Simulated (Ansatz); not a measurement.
A made-up structure of LiSi$_{2}$H$_{3}$F (charge -1), singlet:

Li1  (-0.533, 0.077, -2.390)
Si2  (-1.115, -0.788, 0.126)
F3  (-1.958, 0.469, 1.066)
Si4  (0.545, -0.008, 0.265)
H5  (1.384, -1.031, -0.603)
H6  (0.641, -0.185, 1.658)
H7  (1.036, 1.466, -0.122)
(Å)

It is relaxed with PBE-D4/def2-SVPD and then PBE0-D4/def2-TZVPD (Ansatz 0.2.0). Atoms count as bonded within 1.22 times the sum of their covalent radii (H–H: 0.88 Å). The end point is not checked to be a true minimum.

(1) Does its bonding change? (A judgement: the text doesn't fix the answer.)

Answers

(1) By the calculation: Yes. Formed: none; broken: Li1–Si4.

Where it ends: The first stage lowers the energy by 3.42 eV in 10 steps. It ends as LiSi₂H₃F ([Li][Si]([F])[SiH3]), total charge -1:
```json
{"atom": "Li1", "x (Å)": "-1.2152", "y (Å)": "0.0587", "z (Å)": "-2.5545"}
{"atom": "Si2", "x (Å)": "-1.4515", "y (Å)": "-0.7380", "z (Å)": "-0.0809"}
{"atom": "F3", "x (Å)": "-2.3622", "y (Å)": "0.4198", "z (Å)": "0.7321"}
{"atom": "Si4", "x (Å)": "0.7783", "y (Å)": "-0.0010", "z (Å)": "0.3744"}
{"atom": "H5", "x (Å)": "1.6950", "y (Å)": "-0.9447", "z (Å)": "-0.3655"}
{"atom": "H6", "x (Å)": "1.2041", "y (Å)": "-0.1608", "z (Å)": "1.8217"}
{"atom": "H7", "x (Å)": "1.3515", "y (Å)": "1.3660", "z (Å)": "0.0726"}
```

Labels in which every atom is bracketed show which atoms are joined, not bond orders.

For scale, one of the runs: PBE0-D4/def2-TZVPD relaxation, 170 basis functions, launched by `ansatz run in.yaml --threads 2 --pin off --events-out ev --progress --plain --max-ram 4352MiB`. The run took about 44 s on 2 CPU threads of an Arm Neoverse V1 (shared host).
